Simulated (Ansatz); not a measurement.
Stepwise reaction of `FB(Cl)Cl` with hydrogen sulfide, as a gas-phase model of exchange steps in deposition or etching. ΔE in kJ/mol; ΔG adds harmonic PBE0-D4 terms to CCSD(T)/CBS, at 1 bar.

Gas-phase electronic energies from Ansatz, PBE0-D4/def2-TZVP geometries. CBS: MP2 limit from def2 TZ/QZ plus the TZ coupled-cluster correction, frozen cores. This one scheme is used for every species. Functionals use def2-TZVPP. B3LYP here is the variant with VWN-RPA as its local correlation; programs differ in this. Each species was taken in one conformer, which may not be the lowest.

| step | reaction | PBE-D4 | B3LYP-D4 | ωB97M-V | CCSD(T)/CBS | ΔG(400 K) |
| --- | --- | --- | --- | --- | --- | --- |
| 2 | `FB(S)Cl` + H₂S → `FB(S)S` + HCl | 17.3 | 20.5 | 22.1 | 19.4 | 25.5 |

Question: Give the row of step 1, `FB(Cl)Cl` + H₂S → `FB(S)Cl` + HCl. (Estimate.)

Answer: Ansatz gave: 
| step | reaction | PBE-D4 | B3LYP-D4 | ωB97M-V | CCSD(T)/CBS | ΔG(400 K) |
| --- | --- | --- | --- | --- | --- | --- |
| 1 | `FB(Cl)Cl` + H₂S → `FB(S)Cl` + HCl | 8.3 | 11.4 | 13.3 | 10.6 | 14.0 |

Question: By hand: ΔE of the 2 steps together at CCSD(T)/CBS.

Answer: (10.6) + (19.4) = 30.0 kJ/mol, or 15.0 kJ/mol a step.

In ΔE each step is higher than the one before. All are uphill at CCSD(T)/CBS. ΔG lies between 14.0 and 25.5 kJ/mol a step. PBE-D4 differs from CCSD(T)/CBS by -2.3 to -2.1 kJ/mol a step. Isolated molecules leave out the surface, adducts and barriers. Largest T1 diagnostic: 0.013.
